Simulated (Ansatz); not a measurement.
Geometry optimisation, Ansatz 0.2.0, RKS LDA/def2-mTZVP.

Input file:

```yaml
crystal:
  periodic: [false, false, false]
  atoms:
    - { symbol: Sn, position_ang: [0.414593, -0.246748, -0.471184] }
    - { symbol: O, position_ang: [-0.511188, -0.217956, 2.548723] }
    - { symbol: H, position_ang: [-1.071055, -0.908824, 2.952854] }
    - { symbol: H, position_ang: [1.360022, -0.340022, -1.900185] }
    - { symbol: H, position_ang: [0.010069, 1.373865, -0.139027] }
    - { symbol: H, position_ang: [-0.972062, -1.227308, -0.640027] }
    - { symbol: H, position_ang: [1.395062, -0.880492, 0.812855] }
    - { symbol: H, position_ang: [0.34096, -0.679915, 2.334791] }
basis:
  gaussian: { orbitals: def2-mTZVP }
hamiltonian:
  xc: lda
relax:
  f_tol: 0.03
  max_steps: 50
```

Run as:

```bash
$ ansatz run input.yaml --threads 1 --pin off --max-ram 2048MiB --backend cpu --events-out ev --progress --plain --runs-dir out
```

Question: Where does it end, and by what steps?

Answer: It converged. The force dipped under the threshold on the way, but the program's further checks kept it going. After 13 steps the energy has fallen by 0.041 eV; H3 moved furthest, 0.61 Å.

```
step  energy less start (eV)  largest force component (eV/Å)  accepted
   0                  0.0000                           0.481       yes
   1                  0.0193                           1.430        no
   2                 -0.0025                           0.756       yes
   3                 -0.0181                           0.271       yes
   4                 -0.0223                           0.077       yes
   5                 -0.0270                           0.198       yes
   6                 -0.0300                           0.316       yes
   7                 -0.0377                           0.037       yes
   8                 -0.0065                           1.090        no
   9                 -0.0399                           0.009       yes
  10                 -0.0393                           0.270        no
  11                 -0.0405                           0.063       yes
  12                 -0.0394                           0.152        no
  13                 -0.0409                           0.006       yes
```

```xyz
8
Properties=species:S:1:pos:R:3
Sn 0.461 -0.247 -0.377
O -0.490 -0.226 2.400
H -1.195 -0.901 2.355
H 1.053 -0.365 -1.992
H 0.100 1.387 -0.056
H -0.930 -1.241 -0.281
H 1.700 -0.841 0.648
H 0.269 -0.692 2.801
```

Whether the end is a true minimum wasn't checked by a vibrational analysis.

Run time: 16 s on 1 thread of AMD EPYC 7R43 64-Core Processor (Zen 3), with other jobs on the host, peak memory 0.14 GiB.
